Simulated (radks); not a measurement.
Results of a calculation; reference values are marked as such.
The gadolinium ion Gd3+, 61 electrons, occupied as [Xe] 4f(up 3.5, down 3.5) (fractional occupations, a model configuration). Level of theory: scalar-relativistic Kohn-Sham, PBEsol, spin-polarised, spherical densities, point nucleus (a radial shooting solver on a logarithmic mesh with Libxc functionals).

Radial electron density D(r) = 4 pi r^2 rho(r):

r (bohr)  D(r) (e/bohr)
0.001577          8.578
0.00207           13.02
0.002739          19.60
0.003624          28.69
0.004757          40.11
0.006294          54.04
0.008328          68.44
0.01093           79.86
0.01446           85.33
0.01914           82.84
0.02512           76.81
0.03324           77.02
0.04397           91.15
0.05772           109.4
0.07637           110.9
0.101             92.50
0.1326            85.92
0.1755            99.03
0.2322            87.81
0.3048            51.99
0.4033            43.04
0.5336            49.62
0.7004            35.19
0.9267            17.97
1.226             11.59
1.609             7.089
2.129             2.505
2.818            0.4322
3.698           0.03492
4.893         0.0009304

D(r) has 4 maxima, at r = 0.0152, 0.0677, 0.189, 0.517 bohr, and minima at 0.0290, 0.123, 0.372 bohr, inside which lie 1.94, 11.11, 29.37 electrons.
